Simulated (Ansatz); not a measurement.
Harmonic vibrations of AsAsAsSb tetrahedron (SbAs₃) by finite differences.

```yaml
crystal:
  periodic: [false, false, false]
  atoms:
    - {symbol: As, position_ang: [0.731988, 0.464685, -1.242120]}
    - {symbol: As, position_ang: [-1.045740, -1.004204, -0.438845]}
    - {symbol: As, position_ang: [-0.732087, 1.197542, 0.569680]}
    - {symbol: Sb, position_ang: [1.045850, -0.658023, 1.111295]}
basis:
  gaussian: {orbitals: def2-SVP}
hamiltonian: {xc: pbe0, dispersion: d4}
scf: {omitted_lower_state_checks: [starts]}
phonons: {temperatures: {t_min: 298.15, t_max: 900, t_step: 200}}
```

```sh
$ ansatz run in.yaml --threads 4 --pin off --events-out ev --progress --plain --max-ram 3916MiB
```

Shortened log:

```
Functional definition: PBE0
mean field -189020.31085813 eV, -6946.3683014678 hartree, gradient 3.2e-5 eV, S^2 0.000000; 0 other end points of the search recorded, 0 dependent functions left out
mean field -189020.31086146 eV, -6946.3683015902 hartree, gradient 1.9e-6 eV, S^2 0.000000; 0 other end points of the search recorded, 0 dependent functions left out
mean field -189020.31079777 eV, -6946.3682992499 hartree, gradient 1.8e-6 eV, S^2 0.000000; 0 other end points of the search recorded, 0 dependent functions left out
mean field -189020.31085450 eV, -6946.3683013344 hartree, gradient 1.7e-6 eV, S^2 0.000000; 0 other end points of the search recorded, 0 dependent functions left out
mean field -189020.31082057 eV, -6946.3683000874 hartree, gradient 1.7e-6 eV, S^2 0.000000; 0 other end points of the search recorded, 0 dependent functions left out
mean field -189020.31076883 eV, -6946.3682981863 hartree, gradient 1.1e-6 eV, S^2 0.000000; 0 other end points of the search recorded, 0 dependent functions left out
mean field -189020.31086132 eV, -6946.3683015853 hartree, gradient 2.9e-6 eV, S^2 0.000000; 0 other end points of the search recorded, 0 dependent functions left out
mean field -189020.31078223 eV, -6946.3682986786 hartree, gradient 1.1e-6 eV, S^2 0.000000; 0 other end points of the search recorded, 0 dependent functions left out
mean field -189020.31086135 eV, -6946.3683015864 hartree, gradient 2.8e-6 eV, S^2 0.000000; 0 other end points of the search recorded, 0 dependent functions left out
mean field -189020.31079901 eV, -6946.3682992951 hartree, gradient 1.8e-6 eV, S^2 0.000000; 0 other end points of the search recorded, 0 dependent functions left out
mean field -189020.31086141 eV, -6946.3683015885 hartree, gradient 1.8e-6 eV, S^2 0.000000; 0 other end points of the search recorded, 0 dependent functions left out
mean field -189020.31085772 eV, -6946.3683014529 hartree, gradient 1.1e-6 eV, S^2 0.000000; 0 other end points of the search recorded, 0 dependent functions left out
mean field -189020.31076136 eV, -6946.3682979116 hartree, gradient 1.1e-6 eV, S^2 0.000000; 0 other end points of the search recorded, 0 dependent functions left out
mean field -189020.31082490 eV, -6946.3683002468 hartree, gradient 2.1e-6 eV, S^2 0.000000; 0 other end points of the search recorded, 0 dependent functions left out
mean field -189020.31085590 eV, -6946.3683013858 hartree, gradient 2.0e-6 eV, S^2 0.000000; 0 other end points of the search recorded, 0 dependent functions left out
Total energy: -189020.54703192 eV, -6946.3769806946 hartree
Atom 0 at     0.731988     0.464685    -1.242120 Å, force     0.011070     0.005615    -0.015388 eV/Å
Atom 1 at    -1.045740    -1.004204    -0.438845 Å, force    -0.012996    -0.014469    -0.004649 eV/Å
Atom 2 at    -0.732087     1.197542     0.569680 Å, force    -0.008558     0.015440     0.008901 eV/Å
Atom 3 at     1.045850    -0.658023     1.111295 Å, force     0.010484    -0.006587     0.011136 eV/Å
Dipole moment:     0.121919    -0.076711     0.129549 e Å
Vibrations: 194.20 194.20 231.29 258.95 258.98 344.14 cm⁻¹, zero-point energy 0.091858 eV
Checks for a lower state left out: starts
```

Run time 2 min (4 threads of Intel Xeon on a shared host).

In the def2 sets Sb takes a core potential; there is no spin–orbit coupling.
